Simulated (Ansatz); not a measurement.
Species: BH3, charge 0, triplet. This triplet is an excited state, 3.8 eV above the singlet at CCSD(T)/cc-pV5Z (Ansatz, a first-principles code). BH3 (parent SMILES B, triplet).
B3LYP-D3(BJ)/def2-TZVP minimum from Ansatz:
```xyz
4

B      0.1196     0.2044     0.0574
H     -1.0397    -0.3250     0.1663
H     -0.1876    -0.9329     0.5557
H      0.6295     0.2360    -1.0091
```
Charge 0, spin multiplicity 3.

Total energies in cc-pVQZ, 6 correlated electrons, 1 frozen orbitals. Radicals and triplets start from unrestricted determinants; spin-orbit coupling is neglected. Correlated methods leave the cores frozen. No relativity. The spin of H3B (parent SMILES B, triplet) was assumed, and the state is the lowest solution found for it.

```tsv
method	program	energy (Eh)	minus CCSDT(Q) (mEh)
HF	Ansatz	-26.27183	132.81
MP2	Ansatz	-26.38171	22.94
CCSD	Ansatz	-26.40037	4.28
CCSD(T)	Ansatz	-26.40400	0.65
CCSDT(Q)	Ansatz	-26.40465	0.00
```

Rough core times of Ansatz's runs on a shared machine: CCSD(T) under 20 s, CCSDT(Q) 10 min.
